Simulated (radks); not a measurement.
The numbers below are computed, except where a source is named.
Question: The table gives one normalised radial function P(r) = r R(r) of Ir+ in [Xe] 4f13 5d7 6s1 6p1 (r in bohr). Level of theory: scalar-relativistic Kohn-Sham, r2SCAN, spin-polarised, spherical densities, finite nucleus; open shells are filled with parallel spins first (spin-orbit coupling, left out, can overturn this in heavy ions); meta-GGA in the generalised Kohn-Sham scheme; Fermi nuclear charge, rms radius 5.4032 fm (a radial shooting solver on a logarithmic mesh with Libxc functionals).

| r | P |
|---|---|
| 0.003087 | 0.0138 |
| 0.004217 | 0.0230 |
| 0.005761 | 0.0377 |
| 0.007871 | 0.0608 |
| 0.01075 | 0.0953 |
| 0.01469 | 0.1434 |
| 0.02007 | 0.2028 |
| 0.02742 | 0.2605 |
| 0.03746 | 0.2862 |
| 0.05076 | 0.2346 |
| 0.06935 | 0.0628 |
| 0.09474 | -0.2014 |
| 0.1294 | -0.3960 |
| 0.1768 | -0.2821 |
| 0.2416 | 0.1784 |
| 0.33 | 0.5789 |
| 0.4509 | 0.3772 |
| 0.616 | -0.3804 |
| 0.8348 | -1.0138 |
| 1.14 | -1.0538 |
| 1.558 | -0.6412 |
| 2.129 | -0.2400 |
| 2.908 | -0.0531 |
| 3.973 | -0.0062 |
| 5.427 | -0.0003 |
| 7.414 | 0.0000 |
| 10.13 | 0.0000 |

Which n and l does it have? It may be an empty orbital.

Answer: n = 5, l = 1: the number of nodes gives n - l - 1 = 3, the rise at small r (about r^(l+1), flatter next to the nucleus through relativity) gives l, and the extent must fit the shell. The curve is that of 5p up; the table hardly tells the two spins apart. 5p up: eigenvalue -73.578 eV, 3 radial nodes at r = 0.0751, 0.217, 0.534 bohr, <r> = 1.11 bohr, 90 % of the charge inside 1.61 bohr.
